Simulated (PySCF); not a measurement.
A structure optimised at PBE-D3(BJ)/def2-SVP, used in a PySCF frequency run:

```xyz
5

Ga     0.7531     0.0086     0.0000
I     -0.4429    -2.1879     0.0000
I     -0.4374     2.1869     0.0000
O      2.5466     0.0758     0.0000
H      2.9365    -0.8202     0.0000
```

Q: Write its SMILES, formula and point group.

A: [OH][Ga]([I])[I], GaHI2O, Cs

Q: What are its rotational constants (standard atomic weights)?

A: 2.5212, 0.41587, 0.35699 GHz
